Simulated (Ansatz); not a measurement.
Reactions of CH6BFSSi (`BCS[SiH2]F`).

Calculated with Ansatz (gas phase, PBE0-D4/def2-TZVP geometries, no zero-point term in ΔE). CCSD(T)/CBS adds triple-zeta CCSD(T) − MP2 to the extrapolated MP2 energy (def2 sets, frozen cores). This one scheme is used for every species. DFT in def2-TZVPP. One conformer a species, not always the lowest.

| reaction | CCSD(T)/CBS(def2) (kcal/mol) |
| --- | --- |
| `BCS[SiH2]F` + `FCS[SiH3]` → `F[SiH2]S[SiH3]` + `BCSCF` | -5.1 |
| `BCS[SiH2]F` + `OCF` → `FCO[SiH2]F` + `BCS` | -8.3 |
| `BCS[SiH2]F` + `OBS` → `F[SiH2]OBS` + `BCS` | ? |
| `BCS[SiH2]F` → `C[SiH2]B(F)S` | -14.2 |
| `BCS[SiH2]F` + `S[SiH2]Cl` → `F[SiH2]S[SiH2]Cl` + `BCS` | -0.4 |

**Question.** Fill in the missing values. (Best estimate.)

**Answer.** The calculation gave: `BCS[SiH2]F` + `OBS` → `F[SiH2]OBS` + `BCS`: -9.5 kcal/mol.

Largest T1 diagnostic: 0.013, for `C[SiH2]B(F)S`.
